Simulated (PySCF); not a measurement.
One of the candidates below gave these computed data.

All candidates are C5H14Si.

| technique | computed result |
| --- | --- |
| NMR, other nuclei | isotropic shieldings of nuclei other than C and H, by class: 420 (1 Si) ppm [GIAO PBE0/pcSseg-1] |
| 1H NMR | chemical shifts (computed TMS as zero) by class: 3.83 (3 H), 1.34 (2 H), 1.30 (2 H), 1.27 (2 H), 1.06 (3 H), 0.73 (2 H) ppm [GIAO PBE0/pcSseg-1] |
| Polarisability | 91.1 au [PBE0/def2-SVPD] |
| 13C NMR | chemical shifts (computed TMS as zero) by class: 43.3 (1 C), 32.2 (1 C), 28.4 (1 C), 17.4 (1 C), 12.9 (1 C) ppm [GIAO PBE0/pcSseg-1] |
| Rotational structure | rotational constants A, B, C: 12.900, 0.790, 0.768 GHz [GFN2-xTB] |
| UV, first state | lowest singlet excitation: 7.60 eV (163 nm, f = 0.025) [TDDFT PBE0/def2-SVPD] |
| UV, strongest line | among the 8 lowest singlet transitions: S3 at 8.39 eV (148 nm, f = 0.143) [TDDFT PBE0/def2-SVPD] |
| Triplet | lowest triplet excitation (Tamm–Dancoff): 7.25 eV [TDA PBE0/def2-SVPD] |
| Dipole | 0.74 D [PBE0/def2-SVPD] |

Gas-phase values; electronic properties from PySCF, density fitting. Levels stand in brackets. Geometry: GFN2-xTB, one conformer, isolated molecule. NMR classes are plain means over equivalent atoms (diastereotopic ones count apart unless rotation or inversion swaps them), as if these changed places fast.

**Question.** Which candidate is it?
A. `CC(C)[SiH](C)C`
B. `C[SiH2]C(C)(C)C`
C. `CCCCC[SiH3]`
D. `CC[SiH](C)CC`
E. `CC(C)CC[SiH3]`

**Answer.** C. It is `CCCCC[SiH3]`. Numbering: `[CH3:1][CH2:2][CH2:3][CH2:4][CH2:5][SiH3:6]`. Its formula, C5H14Si, gives 0 degrees of unsaturation, so no ring and no π bond. 5 carbons fall into 5 classes; from least to most shielded: chain CH2 carbon [C3] (43.3 ppm), chain CH2 carbon [C4] (32.2 ppm), chain CH2 carbon [C2] (28.4 ppm), methyl carbon [C1] (17.4 ppm), sp3 carbon bound to silicon [C5] (12.9 ppm). Hydrogen classes from least to most shielded: 3 H on an SiH3 silicon, Si6 (3.83 ppm), 2 H on a chain CH2 carbon, C2 (1.34 ppm), 2 H on a chain CH2 carbon, C4 (1.30 ppm), 2 H on a chain CH2 carbon, C3 (1.27 ppm), 3 H on a methyl carbon, C1 (1.06 ppm), 2 H on an sp3 carbon bound to silicon, C5 (0.73 ppm). The other shieldings belong to: 420 ppm, SiH3 silicon [Si6]. The optimised geometry has point group Cs and is an asymmetric top.

The others, at the same levels:
- `CC(C)CC[SiH3]` fails: it has 4 carbon classes against 5; its computed 13C shifts are 39.4 (1 C), 36.4 (1 C), 24.4 (2 C), 10.0 (1 C) ppm, 1H shifts are 3.83 (3 H), 1.30 (1 H), 1.15 (2 H), 1.00 (6 H), 0.72 (2 H) ppm and rotational constant A is 6.302 GHz (against 12.900 GHz).
- `C[SiH2]C(C)(C)C` fails: it has 3 carbon classes against 5; its computed 13C shifts are 29.5 (3 C), 19.8 (1 C), -9.6 (1 C) ppm, 1H shifts are 3.98 (2 H), 1.03 (9 H), 0.11 (3 H) ppm and rotational constant A is 3.714 GHz (against 12.900 GHz).
- `CC[SiH](C)CC` fails: it has 3 carbon classes against 5; its computed 13C shifts are 9.7 (2 C), 6.7 (2 C), -6.2 (1 C) ppm, 1H shifts are 4.28 (1 H), 1.04 (6 H), 0.74 (2 H), 0.66 (2 H), 0.02 (3 H) ppm and rotational constant A is 2.756 GHz (against 12.900 GHz).
- `CC(C)[SiH](C)C` fails: it has 3 carbon classes against 5; its computed 13C shifts are 20.9 (2 C), 19.3 (1 C), -4.7 (2 C) ppm, 1H shifts are 4.05 (1 H), 1.08 (6 H), 0.69 (1 H), 0.05 (6 H) ppm and lowest singlet excitation is 7.33 eV (169 nm, f = 0.000) (against 7.60 eV).

Each candidate is one conformer, not necessarily the lowest. The conformers computed, where there is a choice (atom-mapped SMILES and torsion angles):
- `[CH3:1][CH2:2][CH2:3][CH2:4][CH2:5][SiH3:6]`: C1–C2–C3–C4 180°, C2–C3–C4–C5 180°, C3–C4–C5–Si6 180°
- `[CH3:1][CH:2]([CH3:3])[CH2:4][CH2:5][SiH3:6]`: C1–C2–C4–C5 65°, C2–C4–C5–Si6 174°
- `[CH3:1][SiH2:2][C:3]([CH3:4])([CH3:5])[CH3:6]`: C1–Si2–C3–C4 180°
- `[CH3:1][CH2:2][SiH:3]([CH3:4])[CH2:5][CH3:6]`: C1–C2–Si3–C4 180°, C2–Si3–C5–C6 -58°
- `[CH3:1][CH:2]([CH3:3])[SiH:4]([CH3:5])[CH3:6]`: C1–C2–Si4–C5 -62°
